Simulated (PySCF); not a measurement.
A structure optimised at PBE0-D3(BJ)/def2-SVP, used in a PySCF frequency run:

```xyz
6

Se     0.4878    -1.2902     0.0000
I     -0.0707     1.1758     0.0000
C     -1.3199    -1.9971     0.0000
H     -1.1987    -3.0913     0.0000
H     -1.8595    -1.6887    -0.9042
H     -1.8595    -1.6887     0.9042
```

Problem. Write its SMILES, formula and point group.

Solution. C[Se]I, CH₃ISe, Cs

Problem. What are its rotational constants (standard atomic weights)?

Solution. 10.330, 1.3597, 1.2110 GHz
